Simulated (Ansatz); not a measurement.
Start from `C=[C]([SiH3])[GeH3]` and change one atom or group to get `C=[C]([GeH3])C=O`.

Ansatz, PBE0-D4/def2-TZVP geometries, multiplicity 1. Each molecule was computed in one conformer, which needn't be the lowest.

Scalar relativity is left out up to krypton.

```csv
property,`C=[C]([SiH3])[GeH3]`
LUMO energy (PBE0/def2-TZVPP) / eV,-0.78
HOMO–LUMO gap (ωB97M-V/def2-TZVPP) / eV,11.59
size of the dipole moment (B3LYP/def2-TZVPP) / D,0.75
HOMO–LUMO gap (B3LYP/def2-TZVPP) / eV,6.86
size of the dipole moment (PBE/def2-TZVPP) / D,0.72
HOMO–LUMO gap (PBE/def2-TZVPP) / eV,5.19
```

(1) What does the change do to each property? (Estimate.)

Results:

(1) Computed: 
| property | `C=[C]([GeH3])C=O` | shift |
| --- | --- | --- |
| LUMO energy (PBE0/def2-TZVPP) / eV | -1.99 | -1.21 |
| HOMO–LUMO gap (ωB97M-V/def2-TZVPP) / eV | 10.26 | -1.33 |
| size of the dipole moment (B3LYP/def2-TZVPP) / D | 3.06 | 2.31 |
| HOMO–LUMO gap (B3LYP/def2-TZVPP) / eV | 5.21 | -1.65 |
| size of the dipole moment (PBE/def2-TZVPP) / D | 2.88 | 2.16 |
| HOMO–LUMO gap (PBE/def2-TZVPP) / eV | 3.05 | -2.14 |

With PBE0 the HOMO rises by 0.42 eV and the LUMO falls by 1.21 eV, so the gap narrows by about 1.63 eV. PBE moves the HOMO by 0.90 eV and ωB97M-V by 0.22 eV. Dipoles are sizes alone; their direction can turn.

B3LYP here is the variant with VWN-RPA as its local correlation; programs differ in this.
